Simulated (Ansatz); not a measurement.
Molecule: disilanyl(ethynyl)silane, C$_{2}$H$_{8}$Si$_{3}$ (charge 0, singlet). SMILES: [SiH2](C#C)[SiH2][SiH3]
Geometry from a B3LYP-D3(BJ)/def2-TZVP (Ansatz, an electronic-structure program) optimisation:
```
Si
H 1 1.4850
H 1 1.4861 2 108.32
Si 1 2.3438 2 110.04 3 120.62
H 4 1.4814 1 109.87 2 55.97
H 4 1.4832 5 108.84 1 -119.99
H 4 1.4835 5 108.89 6 -118.27
Si 1 2.3446 2 109.38 3 -119.24
H 8 1.4814 1 112.33 2 51.15
H 8 1.4818 9 108.77 1 -122.22
C 8 1.8265 9 109.11 10 -118.48
C 11 1.2062 10 149.82 8 -174.09
H 12 1.0638 10 158.84 8 -176.19
```

Parts of the frozen-core correlation energy in aug-cc-pV(D+d)Z (Ansatz, hartree). Frozen orbitals: 17; correlated occupied orbitals by spin: 14 and 14; virtual: 183 and 183. Spin-orbit coupling is left out. No relativistic terms.

```
term                            value
-------------------------  ----------
reference (HF)             -947.15322
MP2 opposite-spin                 ___
MP2 same-spin                -0.11673
CCSD correlation                  ___
(T)                               ___
T1 diagnostic                   0.014
largest doubles amplitude       0.018
```

Task: What belongs in the gaps?

Result: 
- MP2 opposite-spin, value: -0.45778
- CCSD correlation, value: -0.65064
- (T), value: -0.02566
